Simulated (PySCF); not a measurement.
## Structure from 2D NMR

Compound of formula C₅H₇ClN₂Si. Correlations simulated from computed shifts and the bond graph:

HSQC (one-bond C–H):
| δH | δC |
| --- | --- |
| 9.55 | 164.4 |
| 8.97 | 161.3 |
| 7.58 | 134.5 |
| 3.70 | 29.3 |

COSY cross peaks (H two or three bonds apart, from the bond graph; peaks can be absent where the dihedral angle is near 90°):
| δH | δH |
| --- | --- |
| 8.97 | 7.58 |
| 4.80 | 3.70 |

HMBC (two and three bonds, from the bond graph):
| δH | δC |
| --- | --- |
| 9.55 | 177.2, 161.3 |
| 8.97 | 177.2, 164.4, 134.5 |
| 7.58 | 177.2, 161.3 |
| 4.80 | 177.2, 134.5, 29.3 |
| 3.70 | 177.2 |

Carbons without hydrogens: δ 177.2.

PySCF calculation with GFN2-xTB geometry and shieldings: GIAO PBE0/pcSseg-1; in vacuum, one averaged value for each set of equivalent atoms, non-relativistic Hamiltonian, a single conformation.

Chemical shifts δ = σref − σ; 1H (σ = 31.72 ppm) and 13C (σ = 186.93 ppm) against TMS, all at this level.

Exchangeable hydrogens are left out of these lists.

Q: Assemble the structure.

A: `ClC[SiH2]C1=NC=NC=C1`.

Atoms are numbered as in `[Cl:1][CH2:2][SiH2:3][c:4]1[cH:5][cH:6][n:7][cH:8][n:9]1`; H(Xn) means a hydrogen on atom n.

- δC 177.2 is C4, a substituted aromatic carbon next to a ring nitrogen.
- δC 164.4 is C8, an aromatic CH between two ring heteroatoms (δH 9.55).
- δC 161.3 is C6, an aromatic CH next to a ring nitrogen (δH 8.97).
- δC 134.5 is C5, an aromatic CH (δH 7.58).
- δC 29.3 is C2, an sp3 CH2 bonded to Cl and Si (δH 3.70).
- HMBC from δH 9.55 reaches the proton-free carbon C4.
- HMBC from δH 8.97 reaches the proton-free carbon C4.
- HMBC from δH 7.58 reaches the proton-free carbon C4.
- HMBC from δH 4.80 reaches the proton-free carbon C4.
- COSY links 8.97–7.58, 4.80–3.70.

The data come from this structure; uniqueness wasn't tested.

Carbons that carry Cl, above all several Cl atoms, come out too deshielded, partly because spin–orbit coupling is missing. Shifts are as computed. Against solution values, carbons near 30 ppm lie about +3 ppm off and those near 130 ppm about +5 ppm; carbons on Cl a further +6 ppm. Of 1309 compounds with measured shifts, 239 miss one by over three times the rms of a fit or turn the order of signals round; such compounds aren't used in these exercises.
